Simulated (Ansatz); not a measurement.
Potential energy surface of H₃B, singlet: umbrella (inversion) coordinate, bond length relaxed. Scanned: angle between the B-H bonds and the threefold axis (90 = planar). Other coordinates (B-H bond length) were minimised at B3LYP/def2-TZVP.

Levels: RKS-PBE/cc-pVDZ = Ansatz (a first-principles code) with restricted PBE/cc-pVDZ; RKS-B3LYP/cc-pVDZ = Ansatz with restricted B3LYP/cc-pVDZ; FCI/cc-pVDZ = full CI/cc-pVDZ, frozen core (Ansatz).

Energies relative to the lowest point of each profile, in kJ/mol; the last columns give the error against full CI:

| a / ° | RKS-PBE/cc-pVDZ | RKS-B3LYP/cc-pVDZ | FCI/cc-pVDZ | RKS-PBE/cc-pVDZ − FCI/cc-pVDZ | RKS-B3LYP/cc-pVDZ − FCI/cc-pVDZ |
|---|---|---|---|---|---|
| 90 | 0.0 | 0.0 | 0.0 | 0.0 | 0.0 |
| 92.36 | 1.3 | 1.4 | 1.4 | -0.1 | 0.0 |
| 96.61 | 10.2 | 10.7 | 11.0 | -0.8 | -0.3 |
| 98.60 | 17.2 | 18.1 | 18.6 | -1.4 | -0.5 |
| 101.60 | 31.3 | 32.9 | 33.8 | -2.6 | -0.9 |
| 104.74 | 50.4 | 53.1 | 54.6 | -4.2 | -1.5 |
| 107.59 | 71.8 | 75.7 | 77.8 | -5.9 | -2.1 |
| 111.35 | 105.9 | 111.7 | 114.7 | -8.8 | -3.0 |
| 113.54 | 128.9 | 135.9 | 139.5 | -10.6 | -3.6 |
| 116.55 | 164.2 | 173.2 | 177.7 | -13.5 | -4.6 |
| 119.40 | 201.7 | 212.8 | 218.3 | -16.6 | -5.5 |
| 122.78 | 251.5 | 265.4 | 272.0 | -20.5 | -6.6 |
| 126.14 | 306.8 | 324.0 | 331.6 | -24.7 | -7.6 |
| 128.41 | 347.7 | 367.2 | 375.4 | -27.7 | -8.2 |
| 132 | 418.4 | 442.1 | 450.8 | -32.4 | -8.7 |

RKS-PBE/cc-pVDZ is furthest from FCI/cc-pVDZ at 132 (-32.4 kJ/mol, below); its mean absolute error over the points is 11.3 kJ/mol.

RKS-B3LYP/cc-pVDZ is furthest from FCI/cc-pVDZ at 132 (-8.7 kJ/mol, below); its mean absolute error over the points is 3.5 kJ/mol.
